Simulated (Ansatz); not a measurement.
Reaction (ligand exchange at the Si–N bond): `O[SiH]([SiH3])N[SiH3]` + `O[SiH3]` → `O[SiH]([SiH3])O[SiH3]` + `N[SiH3]`

Isolated molecules relaxed with PBE0-D4/def2-TZVP in Ansatz; ΔE leaves out vibrations. CCSD(T)/CBS is the MP2 limit (def2-TZVPP, def2-QZVPP) plus CCSD(T) − MP2 in def2-TZVPP, frozen cores. This one scheme is used for every species. DFT in def2-TZVPP. Each species was taken in one conformer, which may not be the lowest.

`O[SiH]([SiH3])N[SiH3]`:

```xyz
14

O    -0.923    0.352    2.295
Si    0.141   -0.310    1.218
Si   -0.995   -1.732   -0.270
N     1.051    0.854    0.328
Si    0.882    1.364   -1.312
H    -1.653    0.861    1.939
H     1.069   -1.060    2.100
H    -0.135   -2.169   -1.403
H    -2.210   -1.071   -0.824
H    -1.436   -2.940    0.481
H     1.775    1.321    0.859
H     0.719    2.840   -1.407
H    -0.335    0.702   -1.850
H     2.051    0.986   -2.151
```

`O[SiH3]`:

Z-matrix (Å, degrees):
```
Si
O 1 1.648
H 1 1.489 2 111.7
H 1 1.489 2 111.7 3 120.9
H 1 1.481 2 105.9 3 -119.6
H 2 0.957 1 117.9 3 -60.5
```

`O[SiH]([SiH3])O[SiH3]`:

Cartesian coordinates in Å:
```
O -2.269 1.020 0.110
Si -1.201 -0.161 -0.291
Si -0.238 -1.112 1.633
O -0.011 0.420 -1.250
Si 1.581 0.727 -1.459
H -1.981 1.712 0.706
H -2.000 -1.126 -1.079
H 0.392 -0.048 2.467
H -1.278 -1.790 2.452
H 0.811 -2.106 1.276
H 2.336 0.343 -0.235
H 1.770 2.176 -1.716
H 2.087 -0.054 -2.615
```

`N[SiH3]`:

```xyz
7

N    -1.018   -0.043    0.317
Si    0.632   -0.082   -0.168
H    -1.740    0.041   -0.380
H    -1.278    0.445    1.159
H     0.764   -1.082   -1.259
H     1.195    1.206   -0.676
H     1.445   -0.485    1.008
```

Question: Is it downhill or uphill in electronic energy at CCSD(T)/CBS, and by how much? (An estimate is asked.)

Answer: The calculation gave: Downhill: ΔE = -48.5 kJ/mol.

Question: What do these levels give: ωB97X-V, ωB97M-V, PBE, HF/def2-TZVPP, SCS-MP2/def2-QZVPP, HF/CBS(def2)? (Best estimate.)

Answer: Computed: ωB97X-V -49.6, ωB97M-V -48.0, PBE -45.1, HF/def2-TZVPP -65.4, SCS-MP2/def2-QZVPP -51.2, HF/CBS(def2) -67.0 kJ/mol.

Largest T1 diagnostic among the species: 0.013.

The D4 term adds +4.2 kJ/mol with B3LYP and +2.2 kJ/mol with PBE0; it sums over pairs of atoms, weighted by their polarisabilities, and B3LYP, whose exchange is more repulsive, gets the larger term. In def2-TZVPP, CCSD(T) changes the Hartree–Fock value by +17.3 kJ/mol (the triples alone add +2.7 kJ/mol) and MP2 by +18.5 kJ/mol.

B3LYP here is the variant with VWN-RPA as its local correlation; programs differ in this.
